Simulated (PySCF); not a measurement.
C4H11NSi.
SMILES: `CN[C@@H]1CC[SiH2]1`

The calculation used PySCF, TDDFT wB97X-D/def2-SVPD, vertical, gas phase, core orbitals frozen in the response. Geometry: PBE0-D3(BJ)/def2-SVP, one conformer, isolated molecule. Torsions of this conformer, `[CH3:1][NH:2][C@@H:3]1[CH2:4][CH2:5][SiH2:6]1`: C1–N2–C3–C4 178°.

Q: What does the calculation give for the low-lying excited states?

A: 

| state | E (eV) | λ (nm) | ν̃ (cm⁻¹) | f | main configurations (H = HOMO, L = LUMO) |
| --- | --- | --- | --- | --- | --- |
| S1 | 6.04 | 205.1 | 48750 | 0.018 | H→L (74%), H→L+1 (15%) |
| S2 | 6.46 | 191.8 | 52140 | 0.036 | H→L+1 (40%), H→L (19%), H→L+2 (18%) |
| S3 | 7.01 | 176.9 | 56540 | 0.0043 | H→L+2 (60%), H→L+1 (13%), H→L+3 (10%) |
| S4 | 7.16 | 173.1 | 57760 | 0.0022 | H→L+4 (42%), H→L+3 (29%), H-1→L (9%) |
| S5 | 7.23 | 171.5 | 58300 | 0.013 | H-1→L (77%) |
| S6 | 7.36 | 168.5 | 59330 | 0.030 | H→L+5 (43%), H→L+4 (15%), H→L+1 (12%) |
| S7 | 7.58 | 163.6 | 61110 | 0.019 | H→L+5 (35%), H→L+4 (26%), H→L+3 (14%) |
| S8 | 7.83 | 158.4 | 63110 | 0.099 | H→L+7 (74%), H→L+3 (10%) |
| S9 | 7.96 | 155.7 | 64210 | 0.016 | H-1→L+1 (65%), H-1→L+2 (13%) |
| S10 | 8.07 | 153.7 | 65060 | 0.037 | H-2→L (62%), H-1→L+2 (17%) |

Triplets (Tamm–Dancoff): T1 5.84 eV, H→L (78%); T2 6.21 eV, H→L+1 (46%), H→L+2 (12%), H→L+3 (12%); T3 6.86 eV, H-1→L (78%); T4 6.92 eV, H→L+2 (51%), H→L+1 (12%), H→L+4 (10%).

The lowest singlet lies at 6.04 eV (205 nm, ultraviolet) and is weak; its leading configuration is HOMO→LUMO (74%). The strongest level in the table is S8 at 7.83 eV (158 nm, f = 0.099). Löwdin shares by element: HOMO nitrogen 50%, carbon 22% or more, silicon 6% (atoms not listed hold the other 22%); LUMO silicon 30%, carbon 20% or more, hydrogen 11% or more (atoms not listed hold the other 40%). The listed states span 2.02 eV, and the widest gap between neighbours is 0.54 eV (S2 to S3). Orbital energies (eV): HOMO-3 -11.04, HOMO-2 -10.26, HOMO-1 -9.67, HOMO -8.19, LUMO 2.10, LUMO+1 2.39, LUMO+2 2.69. Of the 10 states listed, 8 reach f = 0.01 and none stays under 0.0005. The vertical ionisation energy (ΔSCF) is 8.38 eV, 0.31 eV above S10. The window holds the lowest 10 singlets.

Time: 2.8 min wall; peak memory 0.94 GiB. Hardware: an Intel Xeon at 2.50 GHz with one thread, no GPU, shared host with 64 logical CPUs at a one-minute load of 56.
